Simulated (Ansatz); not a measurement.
Calculated with Ansatz (gas phase, PBE0-D4/def2-TZVP geometries, no zero-point term in ΔE). CBS: MP2 limit from def2 TZ/QZ plus the TZ coupled-cluster correction, frozen cores. This one scheme is used for every species, atoms too. For atomizations the MP2-based limit and the directly extrapolated one differ by several kJ/mol either way, and by 10 to 25 for some Ge, Se and Sn compounds, so smaller differences from it don't rank the levels. Functionals use def2-TZVPP. B3LYP here is the variant with VWN-RPA as its local correlation; programs differ in this. Open shells (•) are unrestricted, without spin–orbit coupling. Spin–orbit coupling would lower the free atoms: a little for C, O. Bonds to As are less sure, by a few kJ/mol each and by 10 to 20 or more in all where they break to atoms, as the def2 sets lack core-valence functions. Scalar relativity is left out up to krypton.

Consider the atomization: `CC(=O)O[AsH2]` → As• + 2 C• + 5 H• + 2 O•.

`CC(=O)O[AsH2]`:

Z-matrix (Å, degrees):
```
C
C 1 1.498
H 1 1.087 2 109.7
H 1 1.092 2 109.6 3 -121.2
H 1 1.091 2 109.7 3 121.2
O 2 1.208 1 125.1 3 0.1
O 2 1.329 1 112.7 3 -179.5
As 7 1.854 2 111.7 1 -175.6
H 8 1.528 7 89.2 2 -164.9
H 8 1.525 7 96.3 2 -73.2
```

Task: What is ΔE at CCSD(T)/CBS? (Estimate.)

Result: The calculation gave: +3776.5 kJ/mol.

Task: What do these levels give: r2SCAN-D4, PBE0-D4, r2SCAN0-D4, B3LYP, r2SCANh, CCSD(T)/def2-SVP? (Estimate.)

Result: Ansatz gave: r2SCAN-D4 3805.3, PBE0-D4 3789.0, r2SCAN0-D4 3703.4, B3LYP 3761.4, r2SCANh 3758.1, CCSD(T)/def2-SVP 3555.8 kJ/mol.

Largest T1 diagnostic among the species: 0.015.

From r2SCAN to r2SCAN0 (25 % exact exchange), in def2-TZVPP and without D4, ΔE moves by −102.6 kJ/mol: exact exchange takes away binding that semilocal exchange gives to molecules. In def2-TZVPP, CCSD(T) changes the Hartree–Fock value by +1109.2 kJ/mol (the triples alone add +76.5 kJ/mol) and MP2 by +1185.3 kJ/mol; breaking electron pairs costs correlation energy, which Hartree–Fock lacks. Leaving LDA and LC-ωPBE aside and taking each functional with its dispersion term where it has one, the values, not all of them listed here, spread over 289.9 kJ/mol, from BHLYP-D4 to PBE-D4. LDA lies +568.8 kJ/mol from PBE without D4, its usual overbinding.
